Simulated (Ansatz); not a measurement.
## Ansatz (development build ahead of 0.2.0) run

```yaml
crystal:
  periodic: [false, false, false]
  atoms:
    - { symbol: H, position_ang: [-1.079, 0.84, -1.219] }
    - { symbol: H, position_ang: [-0.7203, 1.2001, -1.7786] }
    - { symbol: H, position_ang: [-2.1879, -0.273, 0.5111] }
    - { symbol: H, position_ang: [-1.8292, 0.087, -0.0485] }
    - { symbol: H, position_ang: [0.4164, 1.7536, 0.3273] }
    - { symbol: H, position_ang: [0.7751, 2.1137, -0.2324] }
    - { symbol: H, position_ang: [-0.6925, 0.6406, 2.0573] }
    - { symbol: H, position_ang: [-0.3338, 1.0006, 1.4977] }
    - { symbol: H, position_ang: [0.3338, -1.0006, -1.4977] }
    - { symbol: H, position_ang: [0.6925, -0.6406, -2.0573] }
    - { symbol: H, position_ang: [-0.7751, -2.1137, 0.2324] }
    - { symbol: H, position_ang: [-0.4164, -1.7536, -0.3273] }
    - { symbol: H, position_ang: [1.8292, -0.087, 0.0485] }
    - { symbol: H, position_ang: [2.1879, 0.273, -0.5111] }
    - { symbol: H, position_ang: [0.7203, -1.2001, 1.7786] }
    - { symbol: H, position_ang: [1.079, -0.84, 1.219] }
basis:
  gaussian: { orbitals: STO-3G }
hamiltonian:
  xc: hf
```

The input is written out in the form of the current development build from the run's settings.

The run gave:

```
Converged                       : yes
Total energy                    : -8.86151 hartree
Spin squared of the determinant : 0.000
```
